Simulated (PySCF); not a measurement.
# BrClHSi2+: where a starting geometry ends

The starting geometry of this gas-phase singlet was optimised with GFN2-xTB.

```yaml
atoms:
  - { symbol: Br, position_ang: [-4.3915, 2.9881, 2.8100] }
  - { symbol: Cl, position_ang: [-2.8673, 0.7015, -1.0708] }
  - { symbol: Si, position_ang: [-2.3929, 2.3871, -0.1306] }
  - { symbol: Si, position_ang: [-4.5364, 2.9849, 0.5863] }
  - { symbol: H, position_ang: [-0.9192, 2.4766, -0.1635] }
```

**Question.** Predict what becomes of its bonds when it is optimised with B3LYP/6-31G*.

**Answer.** A new bond forms, giving a structure with Br1 bridging Si4 and Si3, given below by its coordinates. Contacts that close: Br1–Si3 (3.61 → 2.46 Å).

The energy falls by 0.70 eV over 19 steps:

```tsv
step	E − E(last) (eV)
1	0.704
3	0.360
5	0.315
7	0.344
9	0.275
11	0.058
13	0.011
15	0.001
17	0.000
19	0.000
```

Final geometry (Å):

| atom | x (Å) | y (Å) | z (Å) |
| --- | --- | --- | --- |
| Br | -3.6676 | 2.4507 | 2.2251 |
| Cl | -2.8228 | 0.4440 | -0.7755 |
| Si | -2.6775 | 2.3151 | -0.0248 |
| Si | -4.6450 | 3.6216 | 0.3702 |
| H | -1.2843 | 2.7437 | 0.2122 |

No frequencies were run, so the end isn't proven a minimum. Run with PySCF 2.14.0, 110 s on 2 threads of Arm Neoverse V2, on a shared host.
